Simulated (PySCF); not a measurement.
PySCF input for BBrH3NO, SMILES NB(O)Br, ωB97X-D3(BJ)/def2-SVP. 

```python
import numpy as np
from pyscf import gto, scf, dft
from pyscf.geomopt import geometric_solver

mol = gto.M(
    atom='''
    B     0.05074377   -0.94648649    0.00000000
    Br   -0.02235478    0.97233496   -0.00000000
    O     1.22249553   -1.60180927   -0.00000000
    H     2.03007940   -1.08910646   -0.00000000
    N    -1.14929990   -1.64737794   -0.00000000
    H    -1.18125252   -2.65115711    0.00000001
    H    -2.05499358   -1.21290785    0.00000000
    ''',
    basis='def2-SVP',
    charge=0,
    spin=0,
    max_memory=1600,
    verbose=3,
)
mf = dft.RKS(mol, xc='wb97x-d3bj').density_fit(auxbasis='def2-universal-jkfit')
mf.grids.level = 3
mf.conv_tol = 1e-9
mf.max_cycle = 100
mf.kernel()
grad = mf.nuc_grad_method()
grad.grid_response = mol.nao <= 150
conv, mol_eq = geometric_solver.kernel(grad, convergence_set='GAU_TIGHT', maxsteps=100)
print(mol_eq.tostring(format='xyz'))
mf.reset(mol_eq)
mf.kernel()
```

It prints:

```
converged SCF energy = -2730.46562168711
[banner and settings of the optimiser left out]
Geometry optimization cycle 1
Cartesian coordinates (Angstrom)
 Atom        New coordinates             dX        dY        dZ
   B   0.050744  -0.946486   0.000000    0.000000  0.000000  0.000000
  Br  -0.022355   0.972335   0.000000    0.000000  0.000000  0.000000
   O   1.222496  -1.601809   0.000000   -0.000000  0.000000  0.000000
   H   2.030079  -1.089106   0.000000    0.000000  0.000000  0.000000
   N  -1.149300  -1.647378   0.000000    0.000000  0.000000  0.000000
   H  -1.181253  -2.651157   0.000000    0.000000  0.000000  0.000000
   H  -2.054994  -1.212908   0.000000    0.000000  0.000000  0.000000

WARN: Mole.unit (angstrom) is changed to Bohr

converged SCF energy = -2730.4656216871
--------------- DFRKS_Scanner gradients ---------------
         x                y                z
0 B     0.0047412128    -0.0012166834     0.0000000000
1 Br    -0.0010519474    -0.0136458863     0.0000000001
2 O    -0.0121947962     0.0147506191    -0.0000000000
3 H    -0.0005903939    -0.0058679100    -0.0000000000
4 N     0.0073658885     0.0022802132    -0.0000000001
5 H    -0.0018760893     0.0079635654     0.0000000001
6 H     0.0036061373    -0.0042637178    -0.0000000000
----------------------------------------------
cycle 1: E = -2730.46562169  dE = -2730.47  norm(grad) = 0.0277476
Step    0 : Gradient = 1.049e-02/1.914e-02 (rms/max) Energy = -2730.4656216871
Hessian Eigenvalues: 2.30000e-02 2.30000e-02 2.68923e-02 ... 4.73655e-01 5.62143e-01 5.66365e-01

Geometry optimization cycle 2
Cartesian coordinates (Angstrom)
 Atom        New coordinates             dX        dY        dZ
   B   0.045854  -0.962627   0.000000   -0.004889 -0.016141  0.000000
  Br   0.029718   0.996312  -0.000000    0.052072  0.023977 -0.000000
   O   1.237535  -1.611807   0.000000    0.015040 -0.009998  0.000000
   H   2.013741  -1.046892   0.000000   -0.016338  0.042215  0.000000
   N  -1.169587  -1.661166   0.000000   -0.020287 -0.013788  0.000000
   H  -1.185309  -2.674235   0.000000   -0.004056 -0.023078 -0.000000
   H  -2.076536  -1.216109   0.000000   -0.021542 -0.003201  0.000000
converged SCF energy = -2730.46689646989
--------------- DFRKS_Scanner gradients ---------------
         x                y                z
0 B     0.0019869406    -0.0031233214     0.0000000001
1 Br     0.0011485311     0.0010633935     0.0000000000
2 O    -0.0005580551     0.0061677268    -0.0000000000
3 H     0.0004985366    -0.0027318817     0.0000000000
4 N    -0.0022790313    -0.0002732653    -0.0000000001
5 H     0.0001286816    -0.0005294437     0.0000000001
6 H    -0.0009256064    -0.0005732511     0.0000000000
----------------------------------------------
cycle 2: E = -2730.46689647  dE = -0.00127478  norm(grad) = 0.00830469
Step    1 : Displace = 3.289e-02/5.757e-02 (rms/max) Trust = 1.000e-01 (=) Grad = 3.139e-03/6.193e-03 (rms/max) E (change) = -2730.4668964699 (-1.275e-03) Quality = 0.967
Hessian Eigenvalues: 2.30000e-02 2.30000e-02 2.68923e-02 ... 5.18111e-01 5.49374e-01 5.66478e-01

Geometry optimization cycle 3
Cartesian coordinates (Angstrom)
 Atom        New coordinates             dX        dY        dZ
   B   0.052859  -0.963767   0.000000    0.007004 -0.001140  0.000000
  Br   0.009775   0.996177  -0.000000   -0.019943 -0.000135 -0.000000
   O   1.240187  -1.627457   0.000000    0.002652 -0.015649  0.000000
   H   2.004396  -1.043930   0.000000   -0.009346  0.002961  0.000000
   N  -1.160958  -1.660467   0.000000    0.008630  0.000700  0.000000
   H  -1.188926  -2.673689   0.000000   -0.003618  0.000546 -0.000000
   H  -2.061916  -1.203390   0.000000    0.014620  0.012719  0.000000
converged SCF energy = -2730.46701337055
--------------- DFRKS_Scanner gradients ---------------
         x                y                z
0 B     0.0019938374    -0.0001235890     0.0000000000
1 Br    -0.0007108672     0.0022318000    -0.0000000000
2 O    -0.0006902162    -0.0004544193    -0.0000000000
3 H    -0.0004039399    -0.0006434763     0.0000000000
4 N     0.0005156023     0.0000335582    -0.0000000001
5 H    -0.0002963883    -0.0010857842     0.0000000000
6 H    -0.0004080308     0.0000419723     0.0000000000
----------------------------------------------
cycle 3: E = -2730.46701337  dE = -0.000116901  norm(grad) = 0.0035269
Step    2 : Displace = 1.341e-02/1.970e-02 (rms/max) Trust = 1.414e-01 (+) Grad = 1.333e-03/2.342e-03 (rms/max) E (change) = -2730.4670133706 (-1.169e-04) Quality = 0.785
Hessian Eigenvalues: 2.30000e-02 2.30000e-02 2.68923e-02 ... 5.09930e-01 5.62780e-01 5.70170e-01

Geometry optimization cycle 4
Cartesian coordinates (Angstrom)
 Atom        New coordinates             dX        dY        dZ
   B   0.051064  -0.970418   0.000000   -0.001795 -0.006651  0.000000
  Br   0.021788   0.984128  -0.000000    0.012013 -0.012049 -0.000000
   O   1.244319  -1.625252   0.000000    0.004132  0.002204  0.000000
   H   1.998399  -1.027268   0.000000   -0.005997  0.016662 -0.000000
   N  -1.163708  -1.662474   0.000000   -0.002750 -0.002007  0.000000
   H  -1.194697  -2.674531   0.000000   -0.005771 -0.000842 -0.000000
   H  -2.061748  -1.200711   0.000000    0.000167  0.002680  0.000000
converged SCF energy = -2730.46705246721
--------------- DFRKS_Scanner gradients ---------------
         x                y                z
0 B    -0.0002423831    -0.0000035750     0.0000000000
1 Br     0.0001155404    -0.0003012246    -0.0000000000
2 O    -0.0001198499    -0.0000979971    -0.0000000000
3 H    -0.0000107860     0.0002442040     0.0000000000
4 N     0.0002456680     0.0002346621    -0.0000000001
5 H    -0.0000206932    -0.0001066603     0.0000000000
6 H     0.0000324824     0.0000306591     0.0000000000
----------------------------------------------
cycle 4: E = -2730.46705247  dE = -3.90967e-05  norm(grad) = 0.000613014
Step    3 : Displace = 1.018e-02/1.766e-02 (rms/max) Trust = 2.000e-01 (+) Grad = 2.317e-04/3.397e-04 (rms/max) E (change) = -2730.4670524672 (-3.910e-05) Quality = 0.841
Hessian Eigenvalues: 2.30000e-02 2.30000e-02 2.68923e-02 ... 5.15857e-01 5.62572e-01 5.68394e-01

Geometry optimization cycle 5
Cartesian coordinates (Angstrom)
 Atom        New coordinates             dX        dY        dZ
   B   0.051091  -0.969212   0.000000    0.000027  0.001206  0.000000
  Br   0.019546   0.985936  -0.000000   -0.002243  0.001808  0.000000
   O   1.243736  -1.625159   0.000000   -0.000584  0.000093  0.000000
   H   2.000293  -1.030610   0.000000    0.001894 -0.003341 -0.000000
   N  -1.163729  -1.661956   0.000000   -0.000021  0.000518  0.000000
   H  -1.193016  -2.673932   0.000000    0.001681  0.000599  0.000000
   H  -2.062502  -1.201597   0.000000   -0.000753 -0.000887 -0.000000
converged SCF energy = -2730.46705391284
--------------- DFRKS_Scanner gradients ---------------
         x                y                z
0 B     0.0000359169    -0.0000592620     0.0000000000
1 Br    -0.0000107900     0.0000017266    -0.0000000000
2 O    -0.0000186769     0.0000047331    -0.0000000000
3 H     0.0000162965     0.0000026692     0.0000000000
4 N    -0.0000380590     0.0000228269    -0.0000000001
5 H     0.0000323858     0.0000322927     0.0000000000
6 H    -0.0000170439    -0.0000047682     0.0000000000
----------------------------------------------
cycle 5: E = -2730.46705391  dE = -1.44562e-06  norm(grad) = 9.96985e-05
Step    4 : Displace = 2.057e-03/3.922e-03 (rms/max) Trust = 2.828e-01 (+) Grad = 3.768e-05/6.930e-05 (rms/max) E (change) = -2730.4670539128 (-1.446e-06) Quality = 0.942
Hessian Eigenvalues: 2.30000e-02 2.30000e-02 2.68923e-02 ... 5.16411e-01 5.62176e-01 5.64824e-01

Geometry optimization cycle 6
Cartesian coordinates (Angstrom)
 Atom        New coordinates             dX        dY        dZ
   B   0.051110  -0.969217   0.000000    0.000019 -0.000005  0.000000
  Br   0.019483   0.985945  -0.000000   -0.000063  0.000009 -0.000000
   O   1.243865  -1.624990   0.000000    0.000130  0.000170  0.000000
   H   2.000296  -1.030303   0.000000    0.000003  0.000307 -0.000000
   N  -1.163588  -1.662206   0.000000    0.000141 -0.000249  0.000000
   H  -1.193538  -2.674195   0.000000   -0.000522 -0.000263 -0.000000
   H  -2.062211  -1.201581   0.000000    0.000291  0.000017 -0.000000
converged SCF energy = -2730.46705393234
--------------- DFRKS_Scanner gradients ---------------
         x                y                z
0 B    -0.0000026367     0.0000104165     0.0000000000
1 Br     0.0000048559     0.0000129679    -0.0000000000
2 O    -0.0000025624     0.0000006843    -0.0000000000
3 H     0.0000037183    -0.0000027215     0.0000000000
4 N     0.0000182515     0.0000004398    -0.0000000000
5 H    -0.0000286464    -0.0000085688     0.0000000000
6 H     0.0000070307    -0.0000131511     0.0000000000
----------------------------------------------
cycle 6: E = -2730.46705393  dE = -1.94973e-08  norm(grad) = 4.22517e-05
Step    5 : Displace = 2.961e-04/6.264e-04 (rms/max) Trust = 3.000e-01 (+) Grad = 1.597e-05/2.990e-05 (rms/max) E (change) = -2730.4670539323 (-1.950e-08) Quality = 0.508
Hessian Eigenvalues: 2.30000e-02 2.30000e-02 2.68923e-02 ... 5.16504e-01 5.61853e-01 5.66101e-01

Geometry optimization cycle 7
Cartesian coordinates (Angstrom)
 Atom        New coordinates             dX        dY        dZ
   B   0.051085  -0.969220   0.000000   -0.000025 -0.000003  0.000000
  Br   0.019423   0.985912  -0.000000   -0.000059 -0.000032 -0.000000
   O   1.243842  -1.624995   0.000000   -0.000023 -0.000005  0.000000
   H   2.000229  -1.030252   0.000000   -0.000067  0.000051 -0.000000
   N  -1.163611  -1.662185   0.000000   -0.000023  0.000020  0.000000
   H  -1.193273  -2.674179   0.000000    0.000265  0.000017 -0.000000
   H  -2.062280  -1.201632   0.000000   -0.000069 -0.000052 -0.000000
converged SCF energy = -2730.4670539413
--------------- DFRKS_Scanner gradients ---------------
         x                y                z
0 B     0.0000083782    -0.0000073992     0.0000000000
1 Br     0.0000005361     0.0000030271    -0.0000000000
2 O    -0.0000023474     0.0000031553    -0.0000000000
3 H    -0.0000041702    -0.0000028596     0.0000000000
4 N     0.0000018431     0.0000071887    -0.0000000000
5 H    -0.0000025929    -0.0000019620     0.0000000000
6 H    -0.0000016700    -0.0000009362     0.0000000000
----------------------------------------------
cycle 7: E = -2730.46705394  dE = -8.9658e-09  norm(grad) = 1.56442e-05
Step    6 : Displace = 9.923e-05/2.205e-04 (rms/max) Trust = 3.000e-01 (=) Grad = 5.913e-06/1.118e-05 (rms/max) E (change) = -2730.4670539413 (-8.966e-09) Quality = 1.060
Hessian Eigenvalues: 2.30000e-02 2.30000e-02 2.68923e-02 ... 5.17011e-01 5.62009e-01 5.81516e-01

Geometry optimization cycle 8
Cartesian coordinates (Angstrom)
 Atom        New coordinates             dX        dY        dZ
   B   0.051064  -0.969207   0.000000   -0.000021  0.000013  0.000000
  Br   0.019302   0.985912  -0.000000   -0.000122 -0.000000 -0.000000
   O   1.243863  -1.624920   0.000000    0.000021  0.000074  0.000000
   H   2.000226  -1.030141   0.000000   -0.000003  0.000112 -0.000000
   N  -1.163589  -1.662244   0.000000    0.000022 -0.000059  0.000000
   H  -1.193169  -2.674237   0.000000    0.000104 -0.000058 -0.000000
   H  -2.062279  -1.201732   0.000000    0.000001 -0.000100 -0.000000
converged SCF energy = -2730.46705394278
--------------- DFRKS_Scanner gradients ---------------
         x                y                z
0 B    -0.0000077259     0.0000011268     0.0000000000
1 Br     0.0000015959    -0.0000026827    -0.0000000000
2 O     0.0000008699    -0.0000059875     0.0000000000
3 H     0.0000037417     0.0000020210    -0.0000000000
4 N     0.0000014994     0.0000030339    -0.0000000000
5 H     0.0000002269     0.0000010624     0.0000000000
6 H    -0.0000001781     0.0000014245     0.0000000000
----------------------------------------------
cycle 8: E = -2730.46705394  dE = -1.47475e-09  norm(grad) = 1.18358e-05
Step    7 : Displace = 1.035e-05/1.986e-05 (rms/max) Trust = 3.000e-01 (=) Grad = 4.474e-06/7.808e-06 (rms/max) E (change) = -2730.4670539428 (-1.475e-09) Quality = 1.726
Hessian Eigenvalues: 2.30000e-02 2.30000e-02 2.68923e-02 ... 5.17011e-01 5.62009e-01 5.81516e-01
Converged! =D

7
XYZ from PySCF
B           0.05106398       -0.96920671        0.00000000
Br          0.01930160        0.98591224       -0.00000000
O           1.24386337       -1.62492044        0.00000000
H           2.00022606       -1.03014055        0.00000000
N          -1.16358870       -1.66224418        0.00000000
H          -1.19316918       -2.67423664        0.00000001
H          -2.06227939       -1.20173209        0.00000000
converged SCF energy = -2730.46705394284
```

Self-consistency was reached.
